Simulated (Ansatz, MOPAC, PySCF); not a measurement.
Dimer: SiH4 (SMILES [SiH4]) (first 5 atoms) with CH3Cl (SMILES CCl); geometry from B3LYP-D3(BJ)/def2-TZVP, rigid monomers moved along the line of their centres of mass till Si1···Cl7 is 4.17 Å.
(charge 0, multiplicity 1):
```xyz
10

Si    -0.0443    -0.1828     0.2092
H      1.4316    -0.1288     0.2523
H     -0.4952    -0.2017    -1.2028
H     -0.6176     1.0063     0.8782
H     -0.5296    -1.4079     0.8827
C     -0.9395    -0.2079     4.5446
Cl     0.8351    -0.1420     4.2858
H     -1.1277    -0.1968     5.6138
H     -1.3846     0.6592     4.0664
H     -1.3140    -1.1234     4.0974
```

Interaction energies are E(AB) − E(A) − E(B) at the monomers' geometry in the complex; basis-set methods are counterpoise corrected.

Rows in 6-31G* carry no dispersion term and start afresh at each structure (6-31G* with six Cartesian d functions). MP2/6-31G* freezes PySCF's default core. The state that PM7 reach isn't checked; PM7 holds dispersion and hydrogen-bond terms.

The values were computed with Ansatz (a program for electronic structure); MOPAC for PM7 (differences of heats of formation); PySCF for 6-31G* rows. Values without a source in brackets are computed.

Task: One of these levels gives -0.43 kcal/mol for the interaction energy. Name it.
(A) HF/aug-cc-pV(D+d)Z
(B) MP2/6-31G*
(C) PM7

Result: B, MP2/6-31G*. The others give -1.18 (PM7), -0.11 (HF/aug-cc-pV(D+d)Z)
